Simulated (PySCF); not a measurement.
Bonding in `CC(=O)OC1CCCCC1`

Species: C8H14O2.
Atom-mapped SMILES: `[CH3:1][C:2](=[O:3])[O:4][CH:5]1[CH2:6][CH2:7][CH2:8][CH2:9][CH2:10]1` (hydrogens: H11, H12, H13 on C1; H14 on C5; H15, H16 on C6; H17, H18 on C7; H19, H20 on C8; H21, H22 on C9; H23, H24 on C10)

Structure used (PBE0-D3(BJ)/def2-SVP), in Å, numbered top down from 1:
```xyz
24
C8H14O2 angstrom
C      3.8046    0.1857    0.2374
C      2.4566    0.0966   -0.4180
O      2.2636   -0.1030   -1.5888
O      1.4771    0.2759    0.4786
C      0.1286    0.2231    0.0024
C     -0.7164    1.0612    0.9438
C     -2.1897    1.0008    0.5538
C     -2.6895   -0.4389    0.4846
C     -1.8299   -1.2756   -0.4572
C     -0.3560   -1.2171   -0.0681
H      4.5892    0.0267   -0.5102
H      3.9247    1.1715    0.7094
H      3.8817   -0.5667    1.0354
H      0.1094    0.6538   -1.0129
H     -0.5797    0.6756    1.9690
H     -0.3466    2.0985    0.9420
H     -2.3248    1.4799   -0.4325
H     -2.7913    1.5875    1.2657
H     -3.7444   -0.4640    0.1678
H     -2.6573   -0.8826    1.4961
H     -1.9475   -0.8993   -1.4891
H     -2.1736   -2.3219   -0.4716
H      0.2623   -1.7726   -0.7890
H     -0.2069   -1.6800    0.9232
```

Bond orders from the PBE0/pcSseg-1 density (PySCF). Geometry: PBE0-D3(BJ)/def2-SVP, one conformer, isolated molecule.

Question: Where do the orders between heavy atoms depart from those drawn in the SMILES?

Answer: The largest departure is 0.213, at O4–C5 (drawn single, 0.787). Drawn single, order below 0.88: O4–C5 (0.787).

Question: Give the Mayer order of every bond between heavy atoms, beside its length.

Answer: 
```json
{"bond": "C1–C2", "drawn as": "single", "length (Å)": "1.502", "Mayer order": "1.010"}
{"bond": "C2–O3", "drawn as": "double", "length (Å)": "1.203", "Mayer order": "1.943"}
{"bond": "C2–O4", "drawn as": "single", "length (Å)": "1.340", "Mayer order": "1.096"}
{"bond": "O4–C5", "drawn as": "single", "length (Å)": "1.431", "Mayer order": "0.787"}
{"bond": "C5–C6", "drawn as": "single", "length (Å)": "1.517", "Mayer order": "1.012"}
{"bond": "C6–C7", "drawn as": "single", "length (Å)": "1.525", "Mayer order": "1.031"}
{"bond": "C7–C8", "drawn as": "single", "length (Å)": "1.526", "Mayer order": "1.032"}
{"bond": "C8–C9", "drawn as": "single", "length (Å)": "1.525", "Mayer order": "1.035"}
{"bond": "C9–C10", "drawn as": "single", "length (Å)": "1.525", "Mayer order": "1.038"}
{"bond": "C10–C5", "drawn as": "single", "length (Å)": "1.521", "Mayer order": "1.023"}
```

By pair of heavy elements: C–C: lowest C1–C2 and C5–C6 (1.010, 1.502 Å), highest C9–C10 and C8–C9 (1.038, 1.525 Å); in 7 of the 21 pairs the longer bond (by over 0.003 Å) has the higher order (by 0.02 or more). C–O: lowest O4–C5 (0.787, 1.431 Å), highest C2–O3 (1.943, 1.203 Å). Bonds named together lie within 0.004.

Question: And the bonds to hydrogen?

Answer: C–H: 0.93 to 0.96 (14 bonds).

Question: Sum the orders of all bonds at each heavy atom with more than one neighbour and set the sums beside the valence in the SMILES.

Answer: C1 3.860 (drawn 4), C2 4.049 (drawn 4), O4 1.883 (drawn 2), C5 3.750 (drawn 4), C6 3.934 (drawn 4), C7 3.960 (drawn 4), C8 3.967 (drawn 4), C9 3.969 (drawn 4), C10 3.939 (drawn 4). Orders between atoms that aren't bonded are not in these sums.

Mayer orders depend on the basis set.
